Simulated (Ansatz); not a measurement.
An input meant for Li5Si (charge 0, doublet; atoms displaced at random, 0.08 Å in each coordinate).

```yaml
crystal:
  periodic: [false, false, false]
  atoms:
    - {symbol: Li, position_ang: [0.458690, 0.525166, 1.822612]}
    - {symbol: Li, position_ang: [-0.406994, -2.303703, 0.638580]}
    - {symbol: Li, position_ang: [0.410548, 2.102210, -1.141269]}
    - {symbol: Li, position_ang: [2.261291, -0.853635, -0.694333]}
    - {symbol: Li, position_ang: [-2.431563, 0.534925, 0.132560]}
    - {symbol: Si, position_ang: [-0.069733, -0.008807, -0.589714]}
basis:
  gaussian: {orbitals: cc-pVDZ, final_grid: {core_spheres: 1, valence_spheres: 1, degree: 5}}
magnetization: {spin_polarized: true, initial_magnetization: 1}
hamiltonian: {xc: {name: PBE}}
output: {forces: true}
```

```sh
$ ansatz run in.yaml --threads 4 --pin off --events-out ev --progress --plain --max-ram 3916MiB
```

Output, abridged:

```
Functional definition: PBE
  name "PBE"
  cite "Perdew, Burke & Ernzerhof, Phys. Rev. Lett. 77, 3865 (1996) doi:10.1103/PhysRevLett.77.3865"
  parent pbe
  parameter kappa = 0.804
  parameter beta = 0.06672455060314922
  exchange = pbe_x(kappa = kappa, mu = beta*pi^2/3)
  correlation = pbe_c(beta = beta)
863 factors; their error is unknown
mean field evaluation 1: about -8881.6357 eV, gradient 3.2e1 eV
mean field evaluation 2: about -8795.3648 eV, gradient 5.2e1 eV
mean field evaluation 4: about -8887.4942 eV, gradient 2.1e1 eV
mean field evaluation 8: about -8893.4893 eV, gradient 1.2e0 eV
mean field evaluation 16: about -8888.8157 eV, gradient 5.4e-2 eV
mean field evaluation 32: about -8887.7931 eV, gradient 2.2e0 eV
mean field evaluation 64: about -8887.7910 eV, gradient 7.7e-1 eV
mean field -8888.81590042 eV, -326.6579592848 hartree, gradient 4.3e-5 eV, S^2 0.765930; 8 other end points of the search recorded, 0 dependent functions left out
the calculation of the forces begins
reference -8888.81610690 eV, -326.6579668725 hartree; 15, 14 occupied and 73, 74 virtual orbitals, 863 factors
Total energy: -8888.81610690 eV, -326.6579668725 hartree
Atom 0 at     0.458690     0.525166     1.822612 Å, force     0.302826     0.663318     0.343996 eV/Å
Atom 1 at    -0.406994    -2.303703     0.638580 Å, force    -0.043293     0.069916    -0.312827 eV/Å
Atom 2 at     0.410548     2.102210    -1.141269 Å, force    -0.087284     0.992630     0.148016 eV/Å
Atom 3 at     2.261291    -0.853635    -0.694333 Å, force    -0.077266    -0.509593     0.314023 eV/Å
Atom 4 at    -2.431563     0.534925     0.132560 Å, force     0.195480    -0.267826     0.091290 eV/Å
Atom 5 at    -0.069733    -0.008807    -0.589714 Å, force    -0.290463    -0.948443    -0.584497 eV/Å
Dipole moment:     0.003259     0.092455     0.435861 e Å
```

In this input the integration grid is far too coarse. Self-consistency was reached. The result belongs to that input, not to the species as meant.
